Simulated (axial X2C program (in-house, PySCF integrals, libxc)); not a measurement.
# Potential curves of PdAs, with spin–orbit coupling

All values were computed with an in-house all-electron X2C program for linear molecules (integrals from PySCF). Two-component (2c) means X2C with spin–orbit coupling and atomic mean-field two-electron Coulomb and Gaunt terms. Basis: Pd dyall-cv3z [12s12p8d5f3g], As dyall-cv3z [9s9p6d4f1g] (cores contracted in-house); Gaussian nuclei, density fitting, unrestricted open shells. Masses: Pd 105.903 u, As 74.922 u.

State: Ω = 3/2 (⟨Sz⟩ = 1.50, ⟨Lz⟩ = 0.00 at PBE0). Energies in eV from the fragments at the same level (Pd + As). Fits are polynomials in 1 − R0/R over 0.85 to 1.23 times the lowest point R0.

| R (Å) | PBE0 |
| --- | --- |
| 1.9836 | -1.1148 |
| 2.0748 | -1.5835 |
| 2.1432 | -1.7732 |
| 2.2116 | -1.8651 |
| 2.2800 | -1.8862 |
| 2.3598 | -1.8480 |
| 2.4396 | -1.7641 |
| 2.5422 | -1.6153 |
| 2.6676 | -1.4021 |
| 2.8500 | -1.0816 |

The state is one determinant whose occupation by symmetry is held fixed; it was picked as the lowest of a PBE0 search that is not exhaustive. Dissociation energies refer to the lowest single-determinant-based atoms at the same level and basis. Density functionals use the spin component along the axis (collinear). PBE0 can misorder states that lie within some tenths of an eV, so this need not be the ground state of the molecule. The nearest other 2c determinant of the search, Ω = 1/2, lies 0.25 eV up at the distance of the search. With several unpaired electrons one determinant need not be a pure state. This is the top spin component of a Σ state; components of lower Ω are not single determinants and can lie lower.

Task: Fit the PBE0 curve near its minimum: give the equilibrium distance, the harmonic wavenumber and the well depth.

Result: At PBE0, 2c: Re = 2.271 Å, ωe ≈ 264 cm⁻¹, De = 1.89 eV to Pd + As; Be follows as 0.0745 cm⁻¹.
